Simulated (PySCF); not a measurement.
## `C#CC(=C=CC#C)B(C)C`, C₉H₉B

Molfile (atoms numbered from 1):
```
C9H9B
     RDKit          3D

 19 18  0  0  0  0  0  0  0  0999 V2000
    4.0617   -1.6146   -0.1460 C   0  0  0  0  0  0  0  0  0  0  0  0
    3.0681   -1.1827    0.3993 C   0  0  0  0  0  0  0  0  0  0  0  0
    1.9073   -0.6977    1.0667 C   0  0  0  0  0  0  0  0  0  0  0  0
    1.0497    0.1484    0.5384 C   0  0  0  0  0  0  0  0  0  0  0  0
    0.1468    0.9482   -0.0040 C   0  0  0  0  0  0  0  0  0  0  0  0
    0.2523    2.3690    0.1331 C   0  0  0  0  0  0  0  0  0  0  0  0
    0.2926    3.5784    0.2214 C   0  0  0  0  0  0  0  0  0  0  0  0
   -1.0487    0.2955   -0.8233 B   0  0  0  0  0  0  0  0  0  0  0  0
   -2.1117    1.2608   -1.4483 C   0  0  0  0  0  0  0  0  0  0  0  0
   -1.1435   -1.2580   -0.9947 C   0  0  0  0  0  0  0  0  0  0  0  0
    4.9409   -1.9920   -0.6345 H   0  0  0  0  0  0  0  0  0  0  0  0
    1.7209   -1.0525    2.0908 H   0  0  0  0  0  0  0  0  0  0  0  0
    0.3400    4.6481    0.3069 H   0  0  0  0  0  0  0  0  0  0  0  0
   -2.7136    1.6659   -0.6119 H   0  0  0  0  0  0  0  0  0  0  0  0
   -1.6488    2.1445   -1.9162 H   0  0  0  0  0  0  0  0  0  0  0  0
   -2.8012    0.7789   -2.1557 H   0  0  0  0  0  0  0  0  0  0  0  0
   -0.8812   -1.4795   -2.0470 H   0  0  0  0  0  0  0  0  0  0  0  0
   -2.1824   -1.6073   -0.8770 H   0  0  0  0  0  0  0  0  0  0  0  0
   -0.4779   -1.8537   -0.3549 H   0  0  0  0  0  0  0  0  0  0  0  0
  1  2  3  0
  2  3  1  0
  3  4  2  0
  4  5  2  0
  5  6  1  0
  6  7  3  0
  5  8  1  0
  8  9  1  0
  8 10  1  0
  1 11  1  0
  3 12  1  0
  7 13  1  0
  9 14  1  0
  9 15  1  0
  9 16  1  0
 10 17  1  0
 10 18  1  0
 10 19  1  0
M  END
```

Computed with PySCF, quadratic response CAM-B3LYP/aug-cc-pVDZ first hyperpolarisability, Taylor convention, gas phase. Geometry: PBE0-D3(BJ)/def2-SVP.

Question: Give the tensor of the second harmonic β(−2ω;ω,ω) at 1064 nm in the axes of these coordinates.

Answer: In au, Taylor convention; rows are the first index (the induced dipole):
|  | xx | yy | zz | xy | xz | yz |
| --- | --- | --- | --- | --- | --- | --- |
| x | +28.3 | -114.6 | +34.7 | +116.9 | +77.2 | +48.2 |
| y | +94.8 | -33.1 | +4.0 | -106.9 | +37.1 | -45.5 |
| z | +73.8 | -49.4 | +23.5 | +49.7 | +34.2 | +10.2 |

Norm of βᵢ = ⅓ Σⱼ (βᵢⱼⱼ + βⱼᵢⱼ + βⱼⱼᵢ): 110.2 au, hyper-Rayleigh value 108.4 au.
